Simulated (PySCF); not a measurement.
Computed IR spectrum (relative IR intensity) of a molecule CH7FOSi3. Geometry optimised at PBE0-D3(BJ)/def2-SVP. One conformer was computed; it need not be the lowest. All values below come from PBE0-D3(BJ)/def2-SVP run with PySCF. Frequencies are harmonic and unscaled.

Lines under 2 % of the strongest are left out, and lines within 2 cm⁻¹ are merged.

```json
[
 {"ν (cm⁻¹)": "196", "relative intensity": "2.1"},
 {"ν (cm⁻¹)": "332", "relative intensity": "4.0"},
 {"ν (cm⁻¹)": "425", "relative intensity": "4.1"},
 {"ν (cm⁻¹)": "448", "relative intensity": "2.1"},
 {"ν (cm⁻¹)": "530", "relative intensity": "2.6"},
 {"ν (cm⁻¹)": "667", "relative intensity": "4.9"},
 {"ν (cm⁻¹)": "688", "relative intensity": "26"},
 {"ν (cm⁻¹)": "719", "relative intensity": "15"},
 {"ν (cm⁻¹)": "757", "relative intensity": "14"},
 {"ν (cm⁻¹)": "771", "relative intensity": "2.8"},
 {"ν (cm⁻¹)": "816", "relative intensity": "14"},
 {"ν (cm⁻¹)": "842", "relative intensity": "78"},
 {"ν (cm⁻¹)": "862", "relative intensity": "6.0"},
 {"ν (cm⁻¹)": "914", "relative intensity": "100"},
 {"ν (cm⁻¹)": "935", "relative intensity": "55"},
 {"ν (cm⁻¹)": "963", "relative intensity": "21"},
 {"ν (cm⁻¹)": "969", "relative intensity": "41"},
 {"ν (cm⁻¹)": "1019", "relative intensity": "21"},
 {"ν (cm⁻¹)": "1073", "relative intensity": "10"},
 {"ν (cm⁻¹)": "1254", "relative intensity": "2.7"},
 {"ν (cm⁻¹)": "2224", "relative intensity": "53"},
 {"ν (cm⁻¹)": "2227", "relative intensity": "15"},
 {"ν (cm⁻¹)": "2233", "relative intensity": "16"},
 {"ν (cm⁻¹)": "2242", "relative intensity": "40"},
 {"ν (cm⁻¹)": "2256", "relative intensity": "33"},
 {"ν (cm⁻¹)": "2267", "relative intensity": "47"},
 {"ν (cm⁻¹)": "3064", "relative intensity": "3.0"}
]
```

Task: Pick the molecule that these values belong to.
(A) O=C[Si@@H]([SiH3])[SiH2]F
(B) FC[SiH]1[SiH2]O[SiH2]1
(C) F[SiH2][C@H]1O[SiH2][SiH2]1
(D) FC[Si@H]1O[SiH2][SiH2]1

Result: C, F[SiH2][C@H]1O[SiH2][SiH2]1
